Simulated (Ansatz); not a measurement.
Geometry optimisation, RKS B3LYP-D4/def2-SVP (Ansatz).

input.yaml

```yaml
crystal:
  periodic: [false, false, false]
  atoms:
    - { symbol: Si, position_ang: [-0.064192, 0.770389, -0.306667] }
    - { symbol: F, position_ang: [-1.080121, -1.874659, 0.640176] }
    - { symbol: Cl, position_ang: [-0.845147, -0.137671, -1.964208] }
    - { symbol: Cl, position_ang: [-1.468118, 1.218459, 1.099772] }
    - { symbol: Cl, position_ang: [0.821962, 2.518687, -0.933986] }
    - { symbol: H, position_ang: [-0.312104, -1.807558, 1.127838] }
    - { symbol: O, position_ang: [1.127991, -0.191544, 0.468459] }
    - { symbol: H, position_ang: [1.819728, -0.496002, -0.131385] }
basis:
  gaussian: { orbitals: def2-SVP }
hamiltonian:
  xc: b3lyp
  dispersion: d4
relax:
  f_tol: 0.03
  max_steps: 50
```

Launched with:

```bash
$ ansatz run input.yaml --threads 2 --pin off --max-ram 3072MiB --backend cpu --events-out ev --progress --plain --runs-dir out
```

Q: Where does it end, and by what steps?

A: It converged. After 10 steps the energy has fallen by 0.197 eV; F2 moved furthest, 0.42 Å.

| step | energy less start (eV) | largest force component (eV/Å) | accepted |
| --- | --- | --- | --- |
| 0 | 0.0000 | 1.351 | yes |
| 1 | -0.0128 | 2.582 | yes |
| 2 | -0.1075 | 1.894 | yes |
| 3 | -0.1611 | 0.955 | yes |
| 4 | -0.1866 | 0.301 | yes |
| 5 | -0.1898 | 0.529 | yes |
| 6 | -0.1924 | 0.265 | yes |
| 7 | -0.1952 | 0.079 | yes |
| 8 | -0.1957 | 0.057 | yes |
| 9 | -0.1965 | 0.038 | yes |
| 10 | -0.1966 | 0.016 | yes |

```xyz
8
Properties=species:S:1:pos:R:3
Si -0.123 0.790 -0.347
F -0.929 -2.157 0.907
Cl -1.001 0.011 -2.017
Cl -1.530 1.350 1.009
Cl 1.042 2.392 -0.891
H -0.118 -1.692 0.871
O 0.870 -0.326 0.384
H 1.788 -0.368 0.084
```

Whether the end is a true minimum wasn't checked by a vibrational analysis.

Time of the run: 40 s on 2 threads of Intel(R) Xeon(R) Platinum 8488C (Sapphire Rapids), on a shared host, peak memory 0.29 GiB.
